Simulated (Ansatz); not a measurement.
The Ge1–Br2 bond of BrGeH3 (SMILES [GeH3][Br]) is stretched (multiplicity 1, the rest rigid).
Geometry at rest (charge 0, multiplicity 1):
```xyz
5

Ge    -1.1456     0.0468     0.0046
Br     1.1842    -0.0484    -0.0048
H     -1.5399     1.4838    -0.3541
H     -1.6070    -0.3323     1.4163
H     -1.6424    -0.9559    -1.0428
```

Frozen-core correlation. Filled d and f shells under p-block atoms count as core.

The values were computed with Ansatz (a first-principles code) with Gaussian orbitals. Each number belongs to the level named beside it.

Energies above the point at 2.332 Å (the B3LYP-D3(BJ) bond length), FIC-MRCISD+Q on CASSCF(6,4)/cc-pVTZ (kcal/mol): 11.72 at 2.099 Å; 6.64 at 2.565 Å; 84.07 at 7.462 Å.

Problem. Take the last value as the depth D of a Morse curve D(1 − e^(−a(R − R₀)))², fit a and R₀ to the two near points, and test it at 3.148 and 4.081 Å.

Solution. 
With D = 84.1, both near points (counted from the curve's value at 2.332 Å) are met by a = 1.39 Å⁻¹ and R₀ = 2.327 Å, so k = 2Da² = 324 kcal/(mol Å²). The curve then gives 38.9 and 70.0 kcal/mol; the level itself gives 40.7 and 76.3, so Morse is off by -1.8 and -6.3.

Doubts at one or more of the structures used: active orbitals that take no part (FIC-MRCISD+Q on CASSCF(6,4)/cc-pVTZ).
